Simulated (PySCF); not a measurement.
A structure optimised at PBE-D3(BJ)/def2-SVP, used in a PySCF frequency run:

```
C
C 1 1.3455
F 2 1.3340 1 122.96
H 2 1.1035 3 113.55 1 -179.76
C 1 1.4967 2 131.11 4 2.78
O 5 1.2109 1 135.87 2 -14.34
C 1 1.5174 2 136.54 4 178.46
H 7 1.1073 1 117.57 2 -47.18
H 7 1.1099 8 109.28 1 -129.91
C 7 1.5602 8 116.90 9 -126.55
F 10 1.3702 7 117.36 8 109.76
H 10 1.1151 11 109.20 7 129.46
```

Q: Write its SMILES and formula.

A: O=C1/C(=C/F)C[C@H]1F, C₅H₄F₂O

Q: What are its rotational constants (standard atomic weights)?

A: 3.9281, 1.2808, 0.99651 GHz
